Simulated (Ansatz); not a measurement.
```yaml
crystal:
  periodic: [false, false, false]
  atoms:
    - {symbol: C, position_ang: [-0.101213, 0.711221, -0.630520]}
    - {symbol: B, position_ang: [-0.029888, 0.104377, 0.798708]}
    - {symbol: Te, position_ang: [0.326373, -1.934938, 1.254671]}
    - {symbol: D, position_ang: [-1.075922, 1.196164, -0.766599]}
    - {symbol: H, position_ang: [0.634312, 1.520440, -0.717235]}
    - {symbol: H, position_ang: [0.054741, 0.010117, -1.450689]}
    - {symbol: H, position_ang: [-0.179428, 0.778536, 1.776023]}
    - {symbol: H, position_ang: [0.463224, -2.443119, -0.320159]}
basis:
  gaussian: {orbitals: def2-TZVPD, point_charges: [{charge: 0.50, position_ang: [3.204, 0.231, -0.850]}]}
hamiltonian: {xc: {name: BLYP}, dispersion: d3bjatm}
```

```sh
$ ansatz run in.yaml --threads 2 --pin off --events-out ev --progress --plain --max-ram 4352MiB
```

It prints (some lines left out):

```
Error: YAML parse error: error: line 7 column 16: `D` is not an element symbol (H … Og, case-exact)
 --> <input>:7:16
5 |     - {symbol: B, position_ang: [-0.029888, 0.104377, 0.798708]}
6 |     - {symbol: Te, position_ang: [0.326373, -1.934938, 1.254671]}
7 |     - {symbol: D, position_ang: [-1.075922, 1.196164, -0.766599]}
8 |     - {symbol: H, position_ang: [0.634312, 1.520440, -0.717235]}
9 |     - {symbol: H, position_ang: [0.054741, 0.010117, -1.450689]}
```

(1) Something in this input is off. What?

Results:

(1) An element symbol is wrong. The program refused the input.
